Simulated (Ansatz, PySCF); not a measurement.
Species: sum formula H$_{3}$SiO$_{3}$, net charge 0, doublet state. It need not be the lowest isomer of its formula. 
Coordinates optimised at B3LYP-D3(BJ)/def2-TZVP (Ansatz, a quantum-chemistry and plane-wave program):
```xyz
7

Si    -0.0585    -0.0377     0.3615
O     -0.8689     1.2701    -0.2270
O     -0.5742    -1.3722    -0.4551
O      1.5457     0.1681     0.0489
H     -0.6334     2.1348     0.1220
H     -1.5100    -1.5895    -0.4086
H      2.1425    -0.5458     0.2917
```
Charge 0, spin multiplicity 2.

Total electronic energies in hartree. Valence correlation only, unless marked. UHF or UKS for open shells. Spin-orbit coupling is left out. Non-relativistic. CBS marks a two-point X^-3 extrapolation of the correlation energy; Hartree-Fock from the larger set (for Q and 5 zeta extrapolated as (X+1)exp(-9√X)).

| level | program | energy (Eh) |
|---|---|---|
| RI-HF/cc-pV(Q+d)Z | Ansatz | -515.52231 |
| SVWN5/def2-TZVPD | Ansatz | -514.43018 |
| PBE0/def2-SVP | Ansatz | -516.41827 |
| M06-2X/def2-TZVPD | PySCF | -517.08882 |
| MP2/6-31G | Ansatz | -515.59117 |
| MP2/CBS(def2-TZVPPD,def2-QZVPPD) | Ansatz | -516.4617 |
| CCSD(T)/def2-TZVPP | Ansatz | -516.36337 |
| CCSD(T)/cc-pV(Q+d)Z | Ansatz | -516.44744 |
| CCSD(T)/CBS(cc-pV(Q+d)Z,cc-pV(5+d)Z) | Ansatz | -516.5013 |

Totals of different functionals don't rank their quality; only differences between species are comparable.
